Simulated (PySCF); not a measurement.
Species: C₂H₅GeNO.
InChI=1S/C2H5GeNO/c3-5-2-1-4/h2H2,3H3

Computed with MP2 and CCSD/aug-cc-pVDZ in PySCF, restricted Hartree–Fock reference, frozen core, non-relativistic, gas phase, PBE0-D3(BJ)/def2-SVP geometry.

E(HF) = -2283.30715 Eh.

(1) How large is the problem?

(2) What are the MP2 and CCSD correlation energies?

(3) What is the T1 diagnostic?

(4) How does correlation change the dipole moment?

Answers

(1) 173 basis functions and 64 electrons; 13 orbitals frozen, which leaves o = 19 correlated occupied and v = 141 virtual orbitals. That is o·v = 2679 singles and o·v(o·v + 1)/2 = 3589860 distinct closed-shell doubles amplitudes before symmetry; the costliest CCSD step grows as o²v⁴ = 1.4 × 10^11.

(2) MP2 -0.7585 Eh and CCSD -0.7963 Eh, which gives totals of -2284.06567 and -2284.10341 Eh. That is 0.570 eV for each correlated electron at CCSD (2091 kJ/mol in all, 0.035 % of the total energy); MP2 gives 95.3 % of the CCSD value.

(3) 0.0121, below the customary warning level of 0.02. It is the norm of the spatial-orbital singles amplitudes over the root of the number of correlated electrons, so the norm is 0.075.

(4) HF gives 5.56 D and CCSD (unrelaxed density) 4.99 D, a change of -0.57 D.

Connected triples and the basis-set limit are missing.

The job also held the EOM ionisation roots. On one thread of an Arm Neoverse V2 (shared host), this took 12 min of wall time.

Conformer computed: `[N:1]#[C:2][CH2:3][O:4][GeH3:5]`: C2–C3–O4–Ge5 180°.

One conformer stands for the species.
